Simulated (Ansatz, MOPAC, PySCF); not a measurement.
Complex: C2H6 (SMILES CC) (first 8 atoms) with CH3I (SMILES CI); geometry from B3LYP-D3(BJ)/def2-TZVP.
(charge 0, multiplicity 1):
```xyz
13

C     -0.5341     0.5047     0.2353
C      0.6478    -0.4001    -0.0989
H     -1.2710     0.5087    -0.5703
H     -0.2147     1.5377     0.3900
H     -1.0385     0.1721     1.1442
H      0.3217    -1.4278    -0.2684
H      1.3747    -0.4250     0.7151
H      1.1655    -0.0634    -0.9994
C      0.9957     1.3772     3.4472
I      0.5693    -0.6407     4.0729
H      1.5497     1.8536     4.2474
H      1.5820     1.3172     2.5378
H      0.0462     1.8687     3.2719
```

Monomers are frozen at their geometry in the pair; levels with a basis set take the counterpoise correction.

The state that PM7 reach isn't checked; PM7 holds dispersion and hydrogen-bond terms.

The values were computed with Ansatz (a first-principles code) with Gaussian orbitals; MOPAC for PM7 (differences of heats of formation); PySCF for the dispersion terms.  In def2 rows elements past Kr take small-core potentials, without spin–orbit coupling.

Question: One of these levels gives 1.48 kcal/mol for the interaction energy. Which?
A. revPBE-D3(BJ)/def2-TZVPPD
B. PM7
C. revPBE/def2-TZVPPD

Answer: C, revPBE/def2-TZVPPD. The others give -1.45 (PM7), -1.94 (revPBE-D3(BJ)/def2-TZVPPD)
